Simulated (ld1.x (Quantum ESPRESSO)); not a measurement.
Gd: PAW pseudisation with PBE, scalar-relativistic reference atom.

```json
{
 "Element": "gadolinium (Gd)",
 "Generator": "ld1.x (Quantum ESPRESSO) 7.5",
 "Type": "PAW",
 "Functional": "PBE",
 "Relativity": "scalar-relativistic",
 "Frozen core": "[Kr]",
 "Valence charge": "28",
 "Reference configuration": "4d10 4f7 5s2 5p6 5d1 6s2 6p0",
 "Partial waves": "5s (bound): rcut 1.70, rcutus 2.05 bohr; 6s (bound): rcut 1.70, rcutus 2.05 bohr; 5p (bound): rcut 2.05, rcutus 2.15 bohr; 6p (bound, empty): rcut 2.05, rcutus 2.15 bohr; 4d (bound): rcut 0.85, rcutus 1.05 bohr; 5d (bound): rcut 0.85, rcutus 1.05 bohr; 4f (bound): rcut 1.10, rcutus 1.30 bohr; 4f channel at 4.75 Ry: rcut 1.10, rcutus 1.30 bohr",
 "Local potential": "all-electron potential smoothed inside 1.00 bohr (lloc = -1)",
 "Core correction": "Bessel-smoothed model core inside 0.90 bohr",
 "Augmentation charge": "PSQ, radius 0.95 bohr"
}
```

All-electron outer shells of the reference configuration (PBE, scalar-relativistic, ld1.x):

| shell | level (eV) | outermost node (bohr) | outermost maximum (bohr) |
| --- | --- | --- | --- |
| 4s | -369.44 | 0.29 | 0.52 |
| 4p | -276.39 | 0.29 | 0.54 |
| 4d | -147.72 | 0.27 | 0.56 |
| 5s | -49.74 | 0.65 | 1.20 |
| 5p | -27.26 | 0.70 | 1.35 |
| 4f | -8.70 | – | 0.56 |
| 6s | -4.13 | 1.60 | 3.37 |
| 5d | -2.53 | 0.79 | 1.95 |
| 6p | -1.33 | 1.93 | 4.55 |

(1) Is the overlap operator S = 1 + Σ q|β⟩⟨β| positive definite (Bessel basis up to 400 Ry)?

Results:

(1) No: its lowest eigenvalue is -0.063, in the s channel, so the generalised eigenproblem breaks down once the basis is large enough.

Its largest configuration-test error is -12 meV (4d10 4f7 5s2 5p6 5d2 6s0 6p0). Test run stopped at test 6 of 7 (negative rho).

The ghost test of this file was not conclusive. Its overlap operator is not positive definite in a basis up to 400 Ry (lowest eigenvalue s -0.06, p -0.06), so the file is unfit for use: the generalised eigenproblem breaks down once the basis is large enough, and its test numbers describe a broken file.
